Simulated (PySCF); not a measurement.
Compound: C₃H₁₁PSi₂.
SMILES: `C[Si@H]1C[Si@@H](P)C1`

Torsions of this conformer, `[CH3:1][Si@H:2]1[CH2:3][Si@@H:4]([PH2:5])[CH2:6]1`: H–P5–Si4–C3 180°, H–P5–Si4–C3 -85°.

The closed-shell ground state was solved at several levels (PySCF, density fitting, gas phase, non-relativistic). Isolated species at its PBE0-D3(BJ)/def2-SVP geometry (one conformer only).

| level | basis functions | total energy (Eh) | HOMO (eV) | LUMO (eV) | gap (eV) | dipole (D) |
| --- | --- | --- | --- | --- | --- | --- |
| CAM-B3LYP/def2-SVPD | 220 | -1040.8693 | -8.57 | 1.03 | 9.60 | 0.43 |
| B3LYP/pcSseg-1 | 178 | -1041.3198 | -7.13 | 0.18 | 7.31 | 0.50 |

Q: What might PBE0/pcSseg-1 (178 basis functions) give for the same quantities?

A: Total energy -1040.7308 Eh, HOMO -7.37 eV, LUMO 0.33 eV, gap 7.70 eV, dipole 0.55 D.

Q: Over all these levels, which gives the widest orbital gap and which the narrowest?

A: CAM-B3LYP/def2-SVPD (range-separated hybrid) has the widest, 9.60 eV, and B3LYP/pcSseg-1 (global hybrid, 20 % exact exchange) the narrowest, 7.31 eV. Functional and basis both differ between the two, so the spread mixes both effects.

Q: How far do the dipole and the HOMO energy spread over the levels?

A: The dipole runs from 0.43 to 0.55 D (mean 0.49 D) and the HOMO from -8.57 to -7.13 eV.
